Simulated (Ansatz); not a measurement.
System: GaCl, charge 0, singlet. GaCl (SMILES [Cl][Ga]).
B3LYP-D3(BJ)/def2-TZVP minimum from Ansatz (a first-principles code):
```xyz
2

Ga     0.0000     0.0000    -0.7929
Cl     0.0000     0.0000     1.4460
```
Charge 0, spin multiplicity 1.

Total energies in hartree (Ansatz). Open shells are spin-unrestricted; no spin-orbit coupling. Cores are frozen in correlated methods (noble-gas shells, and filled d and f shells in the p block). No relativity. For partners of very few electrons the exact lower level stands in for a higher one.

```csv
species,HF/def2-TZVPP,CCSD(T)/def2-TZVPP,HF/def2-QZVPP,CCSD(T)/def2-QZVPP,CCSDT(Q)/def2-QZVPP
1: GaCl (SMILES [Cl][Ga]),-2382.83361,-2383.10931,-2382.88619,-2383.18540,-2383.18670
2: Ga (doublet),-1923.22349,-1923.27127,-1923.26359,-1923.31275,-1923.31305
3: Cl (doublet),-459.47685,-459.66464,-459.48954,-459.69535,-459.69632
```

Problem. Work out the atomisation energy (electronic, to ground-state atoms) in kJ/mol: take Hartree-Fock from def2-QZVPP, extrapolate the CCSD(T) correlation energy as X^-3 (X = 3, 4), and add CCSDT(Q) - CCSD(T) in def2-QZVPP. 1 hartree = 2625.5 kJ/mol.

Solution. 
Species 1: correlation (64·(-0.29921) - 27·(-0.27570))/37 = -0.31637; step -0.00130; E1 = -2382.88619 + (-0.31637) + (-0.00130) = -2383.20386
Species 2: correlation (64·(-0.04916) - 27·(-0.04778))/37 = -0.05017; step -0.00030; E2 = -1923.26359 + (-0.05017) + (-0.00030) = -1923.31406
Species 3: correlation (64·(-0.20581) - 27·(-0.18779))/37 = -0.21896; step -0.00097; E3 = -459.48954 + (-0.21896) + (-0.00097) = -459.70947
-1·E1 +1·E2 +1·E3 = 0.18033 hartree = 473.5 kJ/mol.
